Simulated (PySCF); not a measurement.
Os (osmium, neutral) across methods

[Xe] 4f14 5d6 6s2, high-spin 5D determinant. Computed with PySCF 2.14 in aug-cc-pVDZ-PP with ECP60MDF (5s5p4d2f, 54 functions), with a scalar-relativistic core potential.

| method | E (hartree) | mean ε 6s α (eV) | mean ε 5d β (eV) | mean ε 6s β (eV) | Σ⟨r²⟩ (bohr²) | ⟨S²⟩ |
| --- | --- | --- | --- | --- | --- | --- |
| MN15 | -90.6489 | -8.189 | -7.206 | -6.846 | 56.51 | 6.007 |
| M06-L | -90.8318 | -6.346 | -5.010 | -4.850 | 55.86 | 6.015 |
| r2SCAN | -90.8240 | -6.579 | -4.961 | -5.214 | 56.25 | 6.017 |
| UHF | -90.06669 | -8.849 | -9.254 | -6.770 | 58.26 | 6.027 |
| PBE0 | -90.7727 | -7.333 | -6.347 | -5.914 | 56.64 | 6.010 |
| r2SCANh | -90.8036 | -6.968 | -5.535 | -5.550 | 56.41 | 6.017 |
| LC-wPBE | -90.7844 | -9.380 | -8.978 | -7.944 | 56.16 | 6.010 |
| PBE | -90.8148 | -6.564 | -4.987 | -5.226 | 56.46 | 6.008 |

**Question.** Estimate the same row for LDA.

**Answer.** E (hartree) = -90.6160; mean ε 6s α (eV) = -6.820; mean ε 5d β (eV) = -5.063; mean ε 6s β (eV) = -5.633; Σ⟨r²⟩ (bohr²) = 56.59; ⟨S²⟩ = 6.007.

Energies and moments cover only the electrons outside the core potential. Spin-orbit coupling, absent here, splits the open shell strongly.
